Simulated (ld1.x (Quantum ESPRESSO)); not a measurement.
Plane-wave convergence, ultrasoft potential for zirconium

| Property | Result |
| --- | --- |
| Element | zirconium (Zr) |
| Generator | ld1.x (Quantum ESPRESSO) 7.5 |
| Type | ultrasoft |
| Functional | PBE |
| Relativity | scalar-relativistic |
| Frozen core | [Ar] 3d10 4s2 |
| Valence charge | 10 |
| Reference configuration | 4p6 4d2 5s2 5p0 |
| Partial waves | 5s (bound): rcut 2.80, rcutus 3.45 bohr; 5s channel at 3.35 Ry: rcut 2.80, rcutus 3.45 bohr; 4p (bound): rcut 1.90, rcutus 2.60 bohr; 5p (bound, empty): rcut 1.90, rcutus 2.60 bohr; 4d (bound): rcut 2.35, rcutus 2.50 bohr; 4d channel at 0.25 Ry: rcut 2.35, rcutus 2.50 bohr |
| Local potential | all-electron potential smoothed inside 2.70 bohr (lloc = -1) |
| Core correction | none |
| Augmentation charge | PSQ, inside the norm-conserving radii |

The pseudo-atom Hamiltonian at the reference potential is diagonalised in spherical Bessel functions j_l(qr) that vanish at 20 bohr, with q² up to the cutoff. All-electron valence levels (Ry): 5s -0.3263, 4p -2.3859, 5p -0.1080, 4d -0.2645.

**Question.** How do the lowest levels (Ry) of each channel move with the cutoff, and are there ghosts?

**Answer.**

| cutoff (Ry) | s #1 | s #2 | p #1 | p #2 | p #3 | d #1 | f #1 | f #2 | Σ f·Δε (mRy) |
| --- | --- | --- | --- | --- | --- | --- | --- | --- | --- |
| 8 | -0.3263 | 0.0009 | -2.3738 | -0.0689 | 0.0564 | -0.1765 | 0.1010 | 0.2137 | 248.7 |
| 10 | -1.0280 | -0.3263 | -2.3828 | -0.0735 | 0.0548 | -0.2291 | 0.1010 | 0.2137 | 89.4 |
| 12 | -1.7915 | -0.3263 | -2.3853 | -0.0799 | 0.0526 | -0.2547 | 0.1010 | 0.2137 | 23.3 |
| 15 | -2.0774 | -0.3263 | -2.3855 | -0.0965 | 0.0474 | -0.2628 | 0.1010 | 0.2137 | 5.4 |
| 18 | -2.1891 | -0.3263 | -2.3857 | -0.1053 | 0.0449 | -0.2643 | 0.1010 | 0.2137 | 1.6 |
| 21 | -2.1983 | -0.3263 | -2.3858 | -0.1073 | 0.0444 | -0.2643 | 0.1010 | 0.2137 | 0.8 |
| 25 | -2.1989 | -0.3263 | -2.3858 | -0.1075 | 0.0443 | -0.2644 | 0.1010 | 0.2137 | 0.5 |
| 30 | -2.1990 | -0.3263 | -2.3859 | -0.1078 | 0.0442 | -0.2645 | 0.1010 | 0.2137 | 0.2 |
| 400 | -2.1998 | -0.3263 | -2.3859 | -0.1080 | 0.0442 | -0.2645 | 0.1010 | 0.2137 | 0.0 |

Result: ghost state, extra bound levels that the all-electron valence spectrum of the same l lacks: s at -29.9 eV (a true bound ghost makes a file unfit for plane-wave use); 10 mRy is reached at 15 Ry and 1 mRy at 21 Ry.

Test run stopped at test 6 of 7 (negative rho), 1 before it not solved.
